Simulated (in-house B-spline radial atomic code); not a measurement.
## K⁴⁺: [Ne] 3s2 3p3

Computed with an all-electron radial atomic-structure program (B-spline basis): non-relativistic CAM-B3LYP, spin-polarised, spherical fractional occupations, exact exchange averaged over the configuration, point nucleus.

Effective charges: Z_r = [3n² - l(l+1)]/(2<r>) from the radius, Z_e = n√(-2ε) from the energy, and Slater's rules. Values are occupation-weighted means over spin.

```
shell  electrons   ε (eV)  <r> (bohr)    Z_r    Z_e  Slater
   1s          2    -3599     0.08153  18.40  16.26   18.70
   2s          2  -424.37      0.3885  15.44  11.17   14.85
   2p          6  -352.33      0.3498  14.29  10.18   14.85
   3s          2  -92.835       1.177  11.47   7.84    8.80
   3p          3  -77.064       1.236  10.11   7.14    8.80
```

The least bound orbital is 3p up at -77.06 eV, and it is also the most diffuse (<r> = 1.236 bohr).
